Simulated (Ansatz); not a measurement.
Bond stretch in SMg, lowest triplet found (which spin is the ground state isn't settled by this scan).

Computed with: ROCCSDT(Q) = CCSDT(Q)/B on ROHF/cc-pVDZ, frozen core (Ansatz, a first-principles code); UHF/cc-pVDZ (Ansatz); UCCSDT(Q) = CCSDT(Q) on UHF/cc-pVDZ, frozen core (Ansatz); FCI = full CI/cc-pVDZ, frozen core (Ansatz).

Energies relative to the lowest point of each curve between 1.93 and 2.91 Å, where full CI is lowest, in kJ/mol:

```
R / Å  ROCCSDT(Q)    UHF  UCCSDT(Q)
-----  ----------  -----  ---------
1.93        136.7  135.7      136.7
2.24          6.7    6.3        6.7
2.34          0.0    0.0        0.0
2.43          1.6    2.2        1.6
2.47          4.1    4.9        4.0
2.54         10.2   11.7       10.2
2.65         23.4   26.0       23.4
2.77         40.5   44.5       40.4
2.91         61.3   67.0       61.2
3.12         89.5   95.5       89.5
3.32        109.2  112.1      109.3
3.57        123.1  122.1      123.2
```

### Question
Predict the corresponding FCI column.

### Answer
1.93: 136.7; 2.24: 6.7; 2.34: 0.0; 2.43: 1.6; 2.47: 4.1; 2.54: 10.2; 2.65: 23.4; 2.77: 40.5; 2.91: 61.3; 3.12: 89.5; 3.32: 109.2; 3.57: 123.1 (kJ/mol).

The scan ran from 1.77 to 8.43 Å; beyond the distances shown full CI changes its symmetry label. The T1 diagnostic of CCSD on the restricted reference of ROCCSDT(Q) exceeds 0.045 at 2.91 to 3.32 Å. The unrestricted determinant behind UHF, UCCSDT(Q) is spin-contaminated at 3.12 to 3.57 Å (<S²> up to 2.2, against 2.00 for a pure triplet).
